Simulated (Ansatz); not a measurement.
CH3BClFOSi, SMILES `FC1OB(Cl)[SiH2]1`, relaxed with RKS PBE-D4/def2-SVP in Ansatz 0.2.0 from a rough embedded geometry. The force threshold is 0.03 eV/Å; the program also tests the step.

Charge 0, multiplicity 1.

Start:

```xyz
9

F    -2.126    0.318   -0.722
C    -0.779    0.653   -0.360
O    -0.623    0.764    1.046
B     0.453   -0.125    1.266
Cl    1.923   -0.121    2.420
Si    0.362   -0.719   -0.576
H    -0.456    1.598   -0.907
H    -0.332   -1.976   -0.772
H     1.578   -0.391   -1.395
```

```csv
step,energy (eV),largest force (eV/Å),largest move (Å)
1,-26898.9828,2.609,0.000
2,-26899.6405,2.120,0.198
3,-26899.9422,0.780,0.195
4 (rejected),-26899.8977,1.575,0.200
5,-26899.9903,0.135,0.100
6,-26899.9970,0.121,0.070
7,-26899.9981,0.064,0.022
8,-26899.9985,0.025,0.013
```

End:

```xyz
9

F    -2.110    0.367   -0.401
C    -0.783    0.691   -0.377
O    -0.377    0.894    1.012
B     0.619   -0.033    1.210
Cl    1.490   -0.127    2.723
Si    0.477   -0.789   -0.659
H    -0.644    1.657   -0.913
H    -0.212   -2.102   -0.897
H     1.541   -0.557   -1.698
```

Run time 13 s (4 threads of an Arm Neoverse V1 on a shared host); peak host memory 0.22 GiB.
